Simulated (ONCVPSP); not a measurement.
**Before and after: ONCV potential for hafnium**

ONCVPSP 4.0.1 input, shortened (lines: element, Z, core and valence counts, functional; n l f; lmax; l rc ep ncon nbas qcut; lloc lpopt rc5 dvloc0; l nproj debl; icmod fcfact rcfact), PBEsol, scalar-relativistic:

```
  Hf 72.00   12    2  -116133      upf
    1    0    2.00
    2    0    2.00
    2    1    6.00
    3    0    2.00
    3    1    6.00
    3    2   10.00
    4    0    2.00
    4    1    6.00
    4    2   10.00
    4    3   14.00
    5    0    2.00
    5    1    6.00
    5    2    2.00
    6    0    1.50
    3
    0    3.15    0.00    3    5    1.80
    1    3.05    0.11    5    9    2.10
    2    2.90    0.00    5   10    5.30
    3    2.90    0.20    4    8    4.50
    3    5    2.90    0.00
    0    3    0.50
    1    2    1.00
    2    2    1.30
    3    0    4.00
    2    0.20    0.60
```

In the p channel the program set the typed energies aside and used 0.050, 1.050 Ha.

Change: s: qcut 1.4; p: qcut 1.7; d: qcut 4.2; f: qcut 3.6.

Cutoffs: the cutoffs (Ha) at which the residual kinetic energy of the hardest occupied pseudo-wave falls to 1 and 0.1 mHa per electron; they do not see the model core or the augmentation charge, which bear on the density cutoff. Errors are all-electron minus pseudo energies relative to the spin-unpolarised reference configuration.

Problem. What does the change do?

Solution. The potential gets neither clearly harder nor softer (9.8 Ha and 11 Ha → 8.1 Ha and 19 Ha); the lowest positive-energy flag moves from p at 42.9 eV to none; of the 4 tests that both files solve, the error grows in 1 and shrinks in 0 by more than 15 % and 0.3 meV (median size 1.7 → 2.4 meV); the range in which the s phases agree widens (upper end 1.5 → 3.1); neither file shows a bound ghost.

```tsv
quantity	base	changed
cutoff, loose	9.8 Ha	8.1 Ha
cutoff, tight	11 Ha	19 Ha
loose cutoff by channel	s 4.0 Ha, d 9.8 Ha	s 4.7 Ha, d 8.1 Ha
bound ghosts	none	none
GHOST(+) flags under 300 eV	p at 42.9 eV, s at 47.5 eV	none
error for 5d2 6s2, meV [ΔE -3.27 eV]	+0.4	+0.7
error for 5d2 6s1, meV [ΔE 4.74 eV]	-2.9	-2.8
error for 5d2 6s0, meV [ΔE 18.90 eV]	-36	-40
error for 5d2 6s1 6p1, meV [ΔE 0.59 eV]	-0.3	-2.1
s: phases at 3.20 bohr within 0.05 rad from the reference energy up to (Ha; the scan ends near 5)	1.5	3.1
p: phases at 3.09 bohr within 0.05 rad from the reference energy up to (Ha; the scan ends near 5)	1.5	1.6
d: phases at 2.94 bohr within 0.05 rad from the reference energy up to (Ha; the scan ends near 5)	3.7	3.5
f: phases at 2.94 bohr within 0.05 rad from the reference energy up to (Ha; the scan ends near 5)	2.2	2.0
rms error of d²Exc/dni dnj with the model core, mHa	3.66	3.80
```

Base: The cutoffs count occupied waves only; projector 2 of the p channel, the hardest unoccupied one, needs 32 Ha at the loose tolerance. Changed file: The cutoffs count occupied waves only; projector 2 of the p channel, the hardest unoccupied one, needs 33 Ha at the loose tolerance.
